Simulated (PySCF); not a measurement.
Working out the ionisation energy of Si⁺

Si⁺ [Ne] 3s2 3p1 (2P) → Si²⁺ [Ne] 3s2 (1S). Computed with PySCF 2.14 in def2-SVP, with the non-relativistic Hamiltonian (point nucleus). Frozen: [Ne]. Energies in hartree (1 hartree = 27.21139 eV):

```json
{"part": "UHF", "Si⁺ (lower)": "-288.472171", "Si²⁺ (upper)": "-287.891436"}
{"part": "CCSD correlation", "Si⁺ (lower)": "-0.053011", "Si²⁺ (upper)": "-0.043608"}
{"part": "(T)", "Si⁺ (lower)": "-0.000662", "Si²⁺ (upper)": "0.000000"}
```

Question: What does Hartree-Fock give?

Answer: (-287.891436) − (-288.472171) = 0.580735 hartree = 15.803 eV.

Question: What do CCSD and CCSD(T) give?

Answer: The CCSD correlation energies differ by 0.009403 hartree = 0.256 eV and the triples by 0.000662 hartree = 0.018 eV, so CCSD gives 16.059 eV and CCSD(T) 16.077 eV.

Measured between the centres of the two terms (NIST): 16.322 eV, so CCSD(T) (valence) is off by -0.245 eV.

A double-zeta basis recovers only part of the correlation energy.

What remains against the reference includes basis incompleteness, the frozen core and higher excitations.
